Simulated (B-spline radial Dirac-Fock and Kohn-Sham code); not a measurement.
Dipole and non-dipole photoemission parameters of V²⁺ 3d5/2

System: the V²⁺ ion, configuration [Ar] 3d3; threshold 26.64 eV (orbital energy of the model). These are calculated numbers from a radial finite-basis atomic code; the model is Dirac-Hartree-Slater photoionisation with a Latter tail; cross sections with all multipoles, angular parameters from the dipole term and its interference with E2.

Input of the calculation (task.json; shells as n, l, electrons):

```json
{"items": [{
  "Z": 23,
  "q": 2,
  "cfg": [[1, 0, 2], [2, 0, 2], [2, 1, 6], [3, 0, 2], [3, 1, 6], [3, 2, 3]],
  "A": 51,
  "rrms": 3.6002,
  "do": "xps",
  "hv": [55.5, 63.8, 65.3, 69.7, 100, 150, 184.0, 207.0, 221.0, 228.0, 600, 614.0, 652.0, 800, 993.0, 1000, 1253.6, 1840.0, 2210.0, 2590.0, 2780.0, 5000.0, 5414.7, 6730.0, 7030.0, 8047.8, 8510.0, 9060.0, 9810.0]
}]}
```

Run with: `python xray2_run.py task.json out`

For linearly polarised light dσ/dΩ = σ/(4π) [1 + β P₂(cos θ) + (δ + γ cos²θ) sin θ cos φ], with θ from the polarisation vector and φ the angle between the beam and the projection of the electron momentum on the plane normal to the polarisation.

```
hν (eV)    σ (kb)      β      γ      δ
   55.5      2590  0.622  0.007  0.012
   63.8      2200  0.721  0.011  0.013
   65.3      2130  0.737  0.012  0.013
   69.7      1930  0.779  0.014  0.013
    100       998  0.995  0.029  0.017
    150       392  1.174  0.065  0.022
    184       231  1.224  0.094  0.025
    207       168  1.243  0.112  0.027
    221       140  1.249  0.122  0.028
    228       128  1.252  0.127  0.028
    600      6.41  1.110  0.343  0.056
    614      5.93  1.102  0.349  0.057
    652      4.84  1.081  0.364  0.060
    800      2.40  1.006  0.414  0.071
    993      1.12  0.921  0.467  0.086
   1000      1.09  0.918  0.468  0.086
 1253.6     0.478  0.830  0.524  0.106
   1840     0.111  0.688  0.617  0.150
   2210    0.0542  0.625  0.662  0.176
   2590    0.0286  0.573  0.699  0.202
   2780    0.0215  0.550  0.715  0.215
   5000   0.00181  0.378  0.806  0.345
 5414.7   0.00128  0.360  0.811  0.367
   6730         ?      ?      ?      ?
   7030  0.000412  0.316  0.823  0.443
 8047.8  0.000228  0.302  0.835  0.485
   8510  0.000178  0.297  0.843  0.504
   9060  0.000135  0.291  0.853  0.525
   9810  9.50e-05  0.284  0.869  0.554
```

Problem. Give the values at 6730 eV.

Solution. σ = 0.000498 kb, β = 0.322, γ = 0.820, δ = 0.429.
